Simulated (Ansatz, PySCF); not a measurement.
Gas-phase reaction in SMILES: CC(C)(C)OB(O)O + 2 B (BH3) + 3 C (CH4) + O (H2O) → 3 BO (H3BO) [borinic acid] + 3 CC (C2H6) [ethane] + CO (CH4O) [methanol]
Each molecule is optimised on its own at B3LYP-D3(BJ)/def2-TZVP (Ansatz, a quantum-chemistry and plane-wave program), one conformer each, not searched for the lowest. Frequencies are from Ansatz or PySCF.

Property: bond separation energy (enthalpy at 298 K, with B3LYP-D3(BJ) rigid-rotor harmonic-oscillator terms), in kcal/mol. Correlated levels leave the core frozen unless marked. No spin-orbit coupling. No relativistic terms. CBS(X,Y): correlation extrapolated as X^-3; Hartree-Fock from the larger set. The bracket is a focal-point correction in the basis named.

RI-MP2/CBS(cc-pVTZ,cc-pVQZ)+[CCSD(T)-MP2]/cc-pVTZ (Ansatz) gives 12.6 kcal/mol.

Question: Another calculation gave 10.6 kcal/mol. Which level was it?
A. B3LYP/def2-TZVPD (Ansatz)
B. r2SCAN/def2-TZVPD (Ansatz)
C. BHLYP/def2-TZVPD (Ansatz)
D. B97M-V/def2-TZVPD (Ansatz)

Answer: B, r2SCAN/def2-TZVPD (Ansatz). The others give 7.6 (BHLYP), 13.8 (B97M-V), 3.2 (B3LYP) kcal/mol.
